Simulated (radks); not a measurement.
Question: The table gives one normalised radial function P(r) = r R(r) (large component) of Tc3+ in [Kr] 4d4 (r in bohr). All-electron calculation, Dirac Kohn-Sham, Slater X-alpha with alpha = 0.667, spin-unpolarised, spherical densities, finite nucleus; open shells fill j = l - 1/2 first; Fermi nuclear charge, rms radius 4.4112 fm. Program: a radial shooting solver on a logarithmic mesh with Libxc functionals.

r	P
0.002272	0.0000
0.002603	0.0000
0.002982	0.0000
0.003417	0.0000
0.003883	0.0001
0.004449	0.0001
0.005097	0.0001
0.005793	0.0001
0.006637	0.0002
0.007604	0.0003
0.008642	0.0004
0.009901	0.0006
0.01134	0.0009
0.013	0.0013
0.01477	0.0018
0.01692	0.0026
0.01939	0.0038
0.02204	0.0053
0.02525	0.0075
0.02892	0.0107
0.03287	0.0147
0.03766	0.0206
0.04315	0.0286
0.04943	0.0393
0.05618	0.0525
0.06437	0.0707
0.07375	0.0937
0.08382	0.1206
0.09603	0.1549
0.11	0.1951
0.125	0.2376
0.1433	0.2858
0.1641	0.3339
0.188	0.3772
0.2137	0.4081
0.2448	0.4238
0.2805	0.4146
0.3188	0.3775
0.3653	0.3038
0.4185	0.1938
0.4756	0.0598
0.5449	-0.1077
0.6243	-0.2893
0.7153	-0.4694
0.8129	-0.6222
0.9314	-0.7514
1.067	-0.8344
1.213	-0.8645
1.389	-0.8460
1.592	-0.7818
1.809	-0.6894
2.073	-0.5697
2.375	-0.4419
2.721	-0.3194
3.092	-0.2189
3.543	-0.1341
4.059	-0.0742
4.613	-0.0381
5.285	-0.0165

Which n and l does it have? It may be an empty orbital.

Answer: n = 4, l = 2: the number of nodes gives n - l - 1 = 1, the rise at small r points to l (for j = l - 1/2 the large component starts outside the nucleus as r^gamma with gamma = sqrt(l^2 - (Z/c)^2) = 1.98 and the r^(l+1) term takes over further out; the orbital of l - 1 with the same j starts with the same power, but with a larger coefficient, and does not steepen), and the extent must fit the shell. The curve is that of 4d3/2; the two j differ most near the nucleus, where j = l - 1/2 has the larger amplitude, and in heavy atoms j = l - 1/2 is also the more compact. 4d3/2: eigenvalue -33.937 eV, 1 radial node at r = 0.500 bohr, <r> = 1.53 bohr, 90 % of the charge inside 2.37 bohr.
